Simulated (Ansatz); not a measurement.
These are PBE-D3(BJ)/def2-TZVP (Ansatz, a program for electronic structure) values and carry that method's errors. No frequencies were computed at this level.

Ansatz 0.2 input:
```yaml
crystal:
  periodic: [false, false, false]
  atoms:
    - { symbol: Br, position_ang: [-1.879577, -1.030532, 0.727905] }
    - { symbol: Ga, position_ang: [0.011577, 0.181237, 0.331001] }
    - { symbol: Br, position_ang: [1.760444, -0.801489, -0.75402] }
    - { symbol: H, position_ang: [0.107559, 1.650787, 0.793272] }
basis:
  gaussian: { orbitals: def2-tzvp }
hamiltonian:
  xc: pbe
  dispersion: d3bj
relax:
  max_steps: 150
```

Output:

```
Functional definition: PBE
1164 factors; their error is unknown
mean field evaluation 1: about -192459.4064 eV, gradient 3.6e1 eV
mean field evaluation 2: about -192457.6350 eV, gradient 5.8e1 eV
mean field evaluation 4: about -192460.9459 eV, gradient 2.5e0 eV
mean field evaluation 8: about -192460.9625 eV, gradient 1.6e-2 eV
mean field evaluation 16: about -192460.9074 eV, gradient 1.2e-5 eV
mean field -192460.90738217 eV, -7072.8078916063 hartree, gradient 1.2e-5 eV, S^2 0.000000; 0 other end points of the search recorded, 0 dependent functions left out
reference -192460.90741628 eV, -7072.8078928600 hartree; 51, 51 occupied and 99, 99 virtual orbitals, 1164 factors
relax step   1: F+E_penalty+E_count = -192461.00000841 eV  Δ(F+E_penalty+E_count) = +0.000e0 eV  max|allowed force component| = 2.310e-1 eV/Å  Δτ_max = 0.0000 Å  (25 SCF iters, accepted)
these checks for a lower state are left out or cut short: starts, cluster_reference, orbital_swaps, neighbouring_geometries, increment
1164 factors; their error is unknown
mean field -192460.91550560 eV, -7072.8081901367 hartree, gradient 2.1e-5 eV, S^2 0.000000; 0 other end points of the search recorded, 0 dependent functions left out
reference -192460.91553967 eV, -7072.8081913889 hartree; 51, 51 occupied and 99, 99 virtual orbitals, 1164 factors
relax step   2: F+E_penalty+E_count = -192461.00828418 eV  Δ(F+E_penalty+E_count) = -8.276e-3 eV  max|allowed force component| = 3.320e-2 eV/Å  Δτ_max = 0.0361 Å  (27 SCF iters, accepted)
these checks for a lower state are left out or cut short: starts, cluster_reference, orbital_swaps, neighbouring_geometries, increment
1164 factors; their error is unknown
mean field -192460.91557553 eV, -7072.8081927068 hartree, gradient 1.8e-5 eV, S^2 0.000000; 0 other end points of the search recorded, 0 dependent functions left out
reference -192460.91560959 eV, -7072.8081939584 hartree; 51, 51 occupied and 99, 99 virtual orbitals, 1164 factors
relax step   3: F+E_penalty+E_count = -192461.00845182 eV  Δ(F+E_penalty+E_count) = -1.676e-4 eV  max|allowed force component| = 2.152e-3 eV/Å  Δτ_max = 0.0077 Å  (28 SCF iters, accepted)
1164 factors; their error is unknown
mean field evaluation 32: about -192460.9726 eV, gradient 7.6e-2 eV
mean field -192460.91557553 eV, -7072.8081927068 hartree, gradient 1.9e-5 eV, S^2 0.000000; 1 other end points of the search recorded, 0 dependent functions left out
reference -192460.91560959 eV, -7072.8081939584 hartree; 51, 51 occupied and 99, 99 virtual orbitals, 1164 factors
Total energy: -192461.00848588 eV, -7072.8116070989 hartree
Atom 0 at    -1.858908    -1.062582     0.707927 Å, force    -0.002054    -0.000232     0.000804 eV/Å
Atom 1 at     0.013503     0.207695     0.339789 Å, force    -0.000057     0.000461     0.000171 eV/Å
Atom 2 at     1.735409    -0.836576    -0.755446 Å, force     0.002152    -0.000069    -0.000943 eV/Å
Atom 3 at     0.109999     1.691466     0.805888 Å, force    -0.000041    -0.000160    -0.000032 eV/Å
Dipole moment:     0.017696     0.272122     0.085486 e Å
```

Cost: roughly 14 core-seconds.
